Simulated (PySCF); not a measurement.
**Working out the ionisation energy of In**

In [Kr] 4d10 5s2 5p1 (2P) → In⁺ [Kr] 4d10 5s2 (1S). All numbers are calculated (PySCF 2.14, a scalar-relativistic core potential, in cc-pVDZ-PP with ECP28MDF (4s3p2d, 23 functions)). Frozen: 4s2 4p6 4d10. Energies in hartree (1 hartree = 27.21139 eV):

```tsv
part	In (lower)	In⁺ (upper)
UHF	-189.204910	-189.013904
CCSD correlation	-0.038232	-0.031505
(T)	-0.000406	0.000000
```

What does Hartree-Fock give?

(-189.013904) − (-189.204910) = 0.191006 hartree = 5.198 eV.

What do CCSD and CCSD(T) give?

The CCSD correlation energies differ by 0.006727 hartree = 0.183 eV and the triples by 0.000406 hartree = 0.011 eV, so CCSD gives 5.381 eV and CCSD(T) 5.392 eV.

Measured between the centres of the two terms (NIST): 5.603 eV, so CCSD(T) (valence) is off by -0.211 eV.

A double-zeta basis recovers only part of the correlation energy.

What remains against the reference includes basis incompleteness, the frozen core and higher excitations.
